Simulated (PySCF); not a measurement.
**Orbital energies and ionisation energy**

Compound: Ta(NMe)F3, CH3F3NTa (singlet state).
Geometry (PBE0-D3(BJ)/def2-SVP, Å), atoms numbered from 1 in this order:
```xyz
9
CH3F3NTa angstrom
Ta     0.2615    0.0147   -1.5325
N     -0.0402   -0.0053    0.1956
C     -0.2749   -0.0160    1.5947
H      0.0132    0.9448    2.0547
H     -1.3416   -0.1884    1.8186
H      0.3050   -0.8133    2.0904
F      2.1337    0.0227   -1.7651
F     -0.5320    1.5864   -2.2111
F     -0.5247   -1.5456   -2.2454
```

Level: B3LYP/def2-SVPD (PySCF). Frontier orbitals with their largest atomic shares (Löwdin; up to four atoms above 4 %):

```
orbital  ε (eV)                          main atoms
 HOMO−3  -11.86           F9 33 %, F7 32 %, F8 32 %
 HOMO−2  -11.66  N2 22 %, F7 17 %, F8 17 %, F9 17 %
 HOMO−1   -7.77                                   ?
   HOMO   -7.76                                   ?
   LUMO   -1.34  Ta1 65 %, F8 11 %, F9 10 %, N2 6 %
 LUMO+1   -1.34   Ta1 66 %, F7 12 %, F9 7 %, F8 7 %
 LUMO+2   -0.95    Ta1 62 %, F9 7 %, F8 7 %, F7 7 %
```

Q: What vertical ionisation energy does ΔSCF give, and how far is −ε(HOMO) from it?

A: ΔSCF: 10.05 eV (970 kJ/mol; threshold wavelength 123 nm); ⟨S²⟩ of the doublet left behind is 0.755, against 0.75 for a pure doublet. −ε(HOMO) is 7.76 eV, 2.29 eV below it. In exact Kohn–Sham theory the two would be equal; B3LYP (global hybrid, 20 % exact exchange) falls short of its own ΔSCF value by 23 %.

Q: On which atoms does the HOMO lie?

A: HOMO: N2 49 %, Ta1 21 %, C3 12 %, H4 6 %; HOMO−1: N2 49 %, Ta1 21 %, C3 12 %, F7 6 %. These 2 orbitals lie within 0.02 eV of one another. The HOMO−2 lies 3.90 eV lower.

Q: Shift the occupied levels rigidly so that −ε(HOMO) equals the ΔSCF value. What binding energies result?

A: The shift is +2.29 eV: HOMO 10.05, HOMO−1 10.06, HOMO−2 13.95, HOMO−3 14.15 eV. A rigid shift is only a rough guide to the deeper ionisations.

Q: How many of the 10 lowest singlet excitations (vertical TDDFT, same level) lie below the ionisation energy?

A: All 10; they run from 4.91 to 6.57 eV.

Q: With α = 60.0 au, estimate the like-pair dispersion coefficient by London's formula C6 = (3/4)α²I.

A: I = 0.3693 Eh, so C6 ≈ 999 au, a rough estimate.

Geometry: PBE0-D3(BJ)/def2-SVP; no solvent, vibrations or thermal averaging. Atoms past krypton carry effective core potentials; spin–orbit coupling is left out.

These values come from a run that also computed excited states and ΔSCF ions. Time: 93 s wall. Hardware: Arm Neoverse V1, one thread, no GPU (shared host).
